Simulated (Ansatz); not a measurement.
Geometry optimisation, Ansatz 0.2.0, RKS PBE0-D4/STO-3G.

The input (input.yaml):

```yaml
crystal:
  periodic: [false, false, false]
  atoms:
    - { symbol: "N", position_ang: [1.1115, -2.2377, -0.8744] }
    - { symbol: C, position_ang: [0.8938, -1.2269, 0.1985] }
    - { symbol: Si, position_ang: [-0.5487, -0.0558, -0.1559] }
    - { symbol: Si, position_ang: [0.1385, 1.399, -1.8487] }
    - { symbol: C, position_ang: [-0.8583, 1.0086, 1.3448] }
    - { symbol: O, position_ang: [-1.1476, 0.3308, 2.5753] }
    - { symbol: H, position_ang: [0.2772, -2.8102, -0.9157] }
    - { symbol: H, position_ang: [1.8934, -2.7842, -0.6803] }
    - { symbol: H, position_ang: [0.7212, -1.7503, 1.1751] }
    - { symbol: H, position_ang: [1.8319, -0.6622, 0.3484] }
    - { symbol: H, position_ang: [-1.7558, -0.8271, -0.4834] }
    - { symbol: H, position_ang: [1.3286, 2.1273, -1.467] }
    - { symbol: H, position_ang: [-1.06, 2.4305, -2.0255] }
    - { symbol: H, position_ang: [0.2283, 0.7081, -3.13] }
    - { symbol: H, position_ang: [0.0045, 1.6412, 1.5629] }
    - { symbol: H, position_ang: [-1.71, 1.6991, 1.1688] }
    - { symbol: H, position_ang: [-1.3677, 1.0094, 3.2474] }
basis:
  gaussian: { orbitals: STO-3G }
hamiltonian:
  xc: pbe0
  dispersion: d4
relax:
  f_tol: 0.015
  max_steps: 40
output:
  orbitals: {}
```

Run as:

```bash
$ ansatz run input.yaml --threads 1 --pin off --max-ram 2048MiB --backend cpu --events-out ev --progress --plain --runs-dir out
```

Task: Where does it end, and by what steps?

Result: The forces met the threshold. The force dipped under the threshold on the way, but the program's further checks kept it going. Limits of this set-up: minimal basis. After 17 steps the energy has fallen by 0.924 eV; H12 moved furthest, 0.33 Å.

```
step  energy less start (eV)  largest force component (eV/Å)  accepted
   0                  0.0000                           4.214       yes
   1                 -0.7461                           1.615       yes
   2                 -0.8942                           0.444       yes
   3                 -0.9147                           0.293       yes
   4                 -0.9171                           0.327       yes
   5                 -0.9207                           0.046       yes
   6                 -0.9212                           0.028       yes
   7                 -0.9220                           0.025       yes
   8                 -0.9223                           0.032       yes
   9                 -0.9226                           0.041       yes
  10                 -0.9229                           0.030       yes
  11                 -0.9232                           0.017       yes
  12                 -0.9233                           0.019       yes
  13                 -0.9234                           0.024       yes
  14                 -0.9235                           0.022       yes
  15                 -0.9236                           0.014       yes
  16                 -0.9236                           0.010       yes
  17                 -0.9237                           0.004       yes
```

```xyz
17
Properties=species:S:1:pos:R:3
N 1.202 -2.026 -0.944
C 0.855 -1.201 0.274
Si -0.517 0.025 -0.138
Si 0.042 1.318 -1.886
C -0.853 1.076 1.402
O -1.182 0.180 2.510
H 0.369 -2.660 -1.091
H 1.935 -2.712 -0.614
H 0.565 -1.812 1.149
H 1.764 -0.651 0.562
H -1.717 -0.730 -0.427
H 1.353 1.896 -1.706
H -0.896 2.406 -2.034
H 0.042 0.567 -3.118
H 0.038 1.697 1.633
H -1.677 1.789 1.194
H -1.343 0.839 3.273
```

The run took 72 s on 1 thread of Arm Neoverse V2, with other jobs on the host, peak memory 0.16 GiB.
